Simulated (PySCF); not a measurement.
**Working out the electron affinity of Rb**

Rb⁻ [Kr] 5s2 (1S) → Rb [Kr] 5s1 (2S). Computed with PySCF 2.14 in def2-QZVPPD with the def2 core potential (28 electrons), with a scalar-relativistic core potential. Frozen: nothing. Energies in hartree (1 hartree = 27.21139 eV):

```
             part  Rb⁻ (lower)  Rb (upper)
              UHF   -23.797973  -23.802581
MP2 opposite-spin    -0.134142   -0.119193
    MP2 same-spin    -0.043321   -0.042080
```

Question: What does Hartree-Fock give?

Answer: (-23.802581) − (-23.797973) = -0.004608 hartree = -0.125 eV.

Question: What do MP2 and SCS-MP2 (6/5 opposite-spin, 1/3 same-spin) give?

Answer: The opposite-spin parts differ by 0.407 eV and the same-spin parts by 0.034 eV. MP2: -0.125 + (0.407) + (0.034) = 0.316 eV. SCS-MP2: -0.125 + 1.2 × (0.407) + (0.034)/3 = 0.375 eV.

Reference: 0.486 eV (measured; photodetachment measurements, as compiled on the Wikipedia data page of electron affinities).

What remains against the reference includes basis incompleteness and correlation beyond second order.
